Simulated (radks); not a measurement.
Results of a calculation; reference values are marked as such.
Problem. Sm1.5+, configuration [Kr] 4d10 4f(up 3, down 3) 5s2 6s(up 0.5, down 0.5) 5p(up 2.75, down 2.75) (fractional occupations, a model configuration). Code: a radial shooting solver on a logarithmic mesh with Libxc functionals. Model: scalar-relativistic Kohn-Sham, SCAN, spin-polarised, spherical densities, finite nucleus; meta-GGA in the generalised Kohn-Sham scheme; Fermi nuclear charge, rms radius 5.0819 fm. Some entries of the table are withheld. Estimate them.

orbital,occ.,eigenvalue (hartree),<r^2> (bohr^2),<r> (bohr)
1s,2,-1718.274,0.0007050,0.02274
2s,2,-281.9519,0.01110,0.09695
2p,6,-251.4119,0.008918,0.08547
3s,2,(1),0.07399,0.2545
3p,6,-52.83921,0.07421,0.2530
3d,10,-39.83506,0.06278,0.2310
4s,2,-12.90373,0.3785,0.5793
4p,6,-9.72678,(2),0.6133
4d,10,-5.26256,0.5234,(3)
5s,2,-2.06578,2.207,1.401
5p,5.5,-1.30158,3.031,1.635
4f,6,-0.52362,1.293,0.9812
6s,1,-0.43818,14.97,3.660

Solution. 
(1) 3s eigenvalue (hartree): -62.45875
(2) 4p <r^2> (bohr^2): 0.4277
(3) 4d <r> (bohr): 0.6715
